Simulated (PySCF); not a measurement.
# Spin-rotation constants: SMILES C=C/C(F)=C\CCl, C$_{5}$H$_{6}$ClF

Molfile (atoms numbered from 1):
```
C5H6ClF
     RDKit          3D

 13 12  0  0  0  0  0  0  0  0999 V2000
    2.4139    0.4869    0.0112 C   0  0  0  0  0  0  0  0  0  0  0  0
    1.1135    0.3212    0.2322 C   0  0  0  0  0  0  0  0  0  0  0  0
    0.2436   -0.4228   -0.6539 C   0  0  0  0  0  0  0  0  0  0  0  0
    0.8571   -0.9492   -1.7392 F   0  0  0  0  0  0  0  0  0  0  0  0
   -1.0683   -0.6504   -0.5276 C   0  0  0  0  0  0  0  0  0  0  0  0
   -1.9133   -0.1545    0.5838 C   0  0  0  0  0  0  0  0  0  0  0  0
   -2.4255    1.5515    0.2602 Cl  0  0  0  0  0  0  0  0  0  0  0  0
    3.0333    1.0541    0.6835 H   0  0  0  0  0  0  0  0  0  0  0  0
    2.8965    0.0604   -0.8525 H   0  0  0  0  0  0  0  0  0  0  0  0
    0.6338    0.7620    1.0924 H   0  0  0  0  0  0  0  0  0  0  0  0
   -1.5654   -1.1948   -1.3169 H   0  0  0  0  0  0  0  0  0  0  0  0
   -2.8328   -0.7295    0.6705 H   0  0  0  0  0  0  0  0  0  0  0  0
   -1.3910   -0.1344    1.5385 H   0  0  0  0  0  0  0  0  0  0  0  0
  1  2  2  0
  2  3  1  0
  3  4  1  0
  3  5  2  0
  5  6  1  0
  6  7  1  0
  1  8  1  0
  1  9  1  0
  2 10  1  0
  5 11  1  0
  6 12  1  0
  6 13  1  0
M  END
```

Method used: PySCF, GIAO CAM-B3LYP/pcSseg-1 magnetisability, rotational g tensor and spin-rotation constants, non-relativistic, gas phase. Geometry: GFN2-xTB.

Question: Give the nuclear spin-rotation constants along the inertial axes (H = +C I·J) beside the isotropic shieldings.

Answer: Rotational constants 3.8929, 1.1351, 0.9702 GHz. A star marks the isotopologue with that one atom substituted, in its own axes.
```tsv
atom	isotope	Caa (kHz)	Cbb (kHz)	Ccc (kHz)	mean (kHz)	σ (ppm)
F4	19F	4.714	1.405	0.540	2.220	296.7
Cl7	35Cl	0.689	0.335	0.173	0.399	780.6
H8	1H	-0.396	0.097	-0.106	-0.135	25.9
H9	1H	0.032	-0.050	-0.080	-0.033	25.6
H10	1H	-0.024	-0.023	-0.084	-0.043	25.1
H11	1H	-0.422	0.095	-0.098	-0.142	25.9
H12	1H	-0.154	-0.041	-0.083	-0.092	27.7
H13	1H	-0.355	-0.031	-0.038	-0.141	27.5
C1	13C*	1.244	0.514	0.158	0.639	54.9
C2	13C*	1.246	0.519	0.178	0.648	51.0
C3	13C*	1.491	0.534	0.293	0.772	8.1
C5	13C*	1.161	0.436	0.194	0.597	68.8
C6	13C*	0.750	0.225	0.150	0.375	141.2
```
For the geometry as given, no vibrational averaging.

Question: How do the rotational constants and the g tensor change when H8, H9, H10, H11, H12, H13 are replaced by deuterium?

Answer: Constants 3.3721, 1.0638, 0.9013 GHz; g -0.0278, -0.0137, -0.0036, against -0.0303, -0.0149, -0.0039 before.
